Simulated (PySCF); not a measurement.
## Spin-rotation constants: `O(C[C+](C=C)OC)C`, [C$_{6}$H$_{11}$O$_{2}$]+, charge +1

Geometry:
| atom | x (Å) | y (Å) | z (Å) |
| --- | --- | --- | --- |
| C1 | -2.292 | 1.968 | 0.046 |
| C2 | -1.032 | 1.508 | -0.015 |
| C3 | -0.697 | 0.113 | 0.030 |
| C4 | 0.732 | -0.288 | -0.012 |
| O5 | 1.578 | 0.808 | -0.073 |
| C6 | 2.954 | 0.472 | -0.166 |
| O7 | -1.642 | -0.748 | 0.102 |
| C8 | -1.416 | -2.148 | 0.144 |
| H9 | -3.140 | 1.307 | 0.143 |
| H10 | -2.497 | 3.025 | 0.002 |
| H11 | -0.184 | 2.173 | -0.101 |
| H12 | 0.880 | -0.960 | -0.885 |
| H13 | 0.947 | -0.915 | 0.880 |
| H14 | 3.487 | 1.418 | -0.209 |
| H15 | 3.158 | -0.104 | -1.073 |
| H16 | 3.284 | -0.092 | 0.711 |
| H17 | -0.843 | -2.429 | 1.031 |
| H18 | -0.886 | -2.490 | -0.748 |
| H19 | -2.402 | -2.610 | 0.185 |

Total charge +1.

Computed, not measured: PySCF 2.14.0, GIAO B97-2/pcSseg-1 magnetisability, rotational g tensor and spin-rotation constants, non-relativistic, gas phase. Geometry: GFN2-xTB.

For an ion the centre-of-mass motion in the field is neglected.

Question: Give the nuclear spin-rotation constants along the inertial axes (H = +C I·J) beside the isotropic shieldings.

Answer: Rotational constants 2.6577, 1.3919, 0.9296 GHz. A star marks the isotopologue with that one atom substituted, in its own axes.
| atom | isotope | Caa (kHz) | Cbb (kHz) | Ccc (kHz) | mean (kHz) | σ (ppm) |
| --- | --- | --- | --- | --- | --- | --- |
| H9 | 1H | 0.139 | -0.077 | -0.121 | -0.020 | 23.4 |
| H10 | 1H | -0.329 | 0.159 | -0.118 | -0.096 | 23.6 |
| H11 | 1H | 0.063 | -0.043 | -0.117 | -0.032 | 23.6 |
| H12 | 1H | -0.260 | -0.099 | -0.033 | -0.131 | 27.1 |
| H13 | 1H | -0.261 | -0.095 | -0.034 | -0.130 | 27.0 |
| H14 | 1H | -0.151 | -0.011 | -0.109 | -0.090 | 27.2 |
| H15 | 1H | -0.277 | -0.112 | -0.011 | -0.133 | 28.0 |
| H16 | 1H | -0.273 | -0.099 | -0.021 | -0.131 | 28.0 |
| H17 | 1H | -0.244 | -0.132 | -0.017 | -0.131 | 27.3 |
| H18 | 1H | -0.230 | -0.132 | -0.023 | -0.128 | 27.4 |
| H19 | 1H | 0.092 | -0.136 | -0.113 | -0.052 | 26.4 |
| C1 | 13C* | 1.209 | 0.758 | 0.099 | 0.689 | 13.7 |
| C2 | 13C* | 0.987 | 0.616 | 0.109 | 0.570 | 54.8 |
| C3 | 13C* | 1.477 | 0.795 | 0.196 | 0.823 | -35.1 |
| C4 | 13C* | 0.582 | 0.321 | 0.205 | 0.369 | 111.3 |
| O5 | 17O* | -0.217 | -0.050 | -0.068 | -0.112 | 316.2 |
| C6 | 13C* | 0.384 | 0.319 | 0.219 | 0.307 | 123.7 |
| O7 | 17O* | -0.805 | -0.674 | -0.029 | -0.503 | 59.2 |
| C8 | 13C* | 0.644 | 0.193 | 0.208 | 0.348 | 123.9 |

For the geometry as given, no vibrational averaging.

Question: How do the rotational constants and the g tensor change when H9, H10, H11, H12, H13, H14, H15, H16, H17, H18, H19 are replaced by deuterium?

Answer: Constants 2.1555, 1.1835, 0.7868 GHz; g -0.0084, -0.0029, 0.0105, against -0.0102, -0.0035, 0.0124 before.
